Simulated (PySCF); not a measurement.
Correlation energy of Kr⁺ (krypton, charge +1)

[Ar] 3d10 4s2 4p4 5s1, high-spin 4P determinant (an excited configuration). All numbers are calculated (PySCF 2.14, scalar relativity by spin-free X2C-1e, in aug-cc-pVTZ-DK (7s6p4d2f, 59 functions)). Frozen: [Ar] 3d10; 7 electrons correlated.

MP2 pair energies summed by pair of shells (mhartree):

```csv
pair,energy,share (%)
4p-4p,-49.77,39.8
4s-4p,-49.69,39.8
4p-5s,-13.06,10.5
4s-4s,-8.20,6.6
4s-5s,-4.22,3.4
```

Total MP2 correlation energy: -124.93 mhartree.

Same-spin part -33.59 and opposite-spin part -91.34 mhartree; SCS-MP2 scales them by 1/3 and 6/5 to -120.80 mhartree.
